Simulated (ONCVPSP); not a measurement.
# Pseudopotential generation for vanadium (V): ONCV, LDA (Perdew-Zunger), scalar-relativistic.

- Element: vanadium (V)
- Generator: ONCVPSP 4.0.1
- Type: optimised norm-conserving Vanderbilt (ONCV)
- Functional: LDA (Perdew-Zunger)
- Relativity: scalar-relativistic
- Frozen core: [Ne]
- Valence charge: 13
- Reference configuration: 3s2 3p6 3d3 4s2
- Partial waves: 3s+4s: rc 1.75 bohr, ncon 3, nbas 8, qcut 5.6 1/bohr, 2 projectors; 3p: rc 1.65 bohr, ncon 4, nbas 8, qcut 9.3 1/bohr, 2 projectors, debl 2 Ha; 3d: rc 1.50 bohr, ncon 4, nbas 9, qcut 9.8 1/bohr, 3 projectors, debl 0.3 Ha
- Local potential: polynomial inside 1.20 bohr (lpopt 5, dvloc0 -1 Ha)
- Core correction: Teter function fitted to the true core (icmod 2), fcfact 0.15

All-electron outer shells of the reference configuration (LDA (Perdew-Zunger), scalar-relativistic, ld1.x):

```json
{"shell": "2p", "level (eV)": "-502.84", "outermost node (bohr)": "–", "outermost maximum (bohr)": "0.21"}
{"shell": "3s", "level (eV)": "-69.83", "outermost node (bohr)": "0.38", "outermost maximum (bohr)": "0.82"}
{"shell": "3p", "level (eV)": "-43.95", "outermost node (bohr)": "0.35", "outermost maximum (bohr)": "0.84"}
{"shell": "3d", "level (eV)": "-5.38", "outermost node (bohr)": "–", "outermost maximum (bohr)": "0.88"}
{"shell": "4s", "level (eV)": "-4.85", "outermost node (bohr)": "1.17", "outermost maximum (bohr)": "2.72"}
```

(1) Estimate the cutoffs (Ha) at which the residual kinetic energy of the hardest occupied pseudo-wave falls to 1 and 0.1 mHa per electron.

(2) Does the potential have ghost states?

(3) Which valence shell sets the plane-wave cutoff?

(4) Tests: 3s2 3p6 3d3 4s1; 3s2 3p6 3d3 4s0; 3s2 3p6 3d2 4s0; 3s2 3p6 3d3 4s0 4p1. Which has the largest error in its energy relative to the reference configuration, and how large is it?

Answers

(1) 38 Ha and 43 Ha.

(2) No bound ghost flagged; GHOST(+) flags only above 600 eV.

(3) 3d: 38 Ha for 1 mHa per electron, against 24 Ha for 3p.

(4) 3s2 3p6 3d2 4s0, with +17 meV (all-electron minus pseudo) on +51.64 eV.
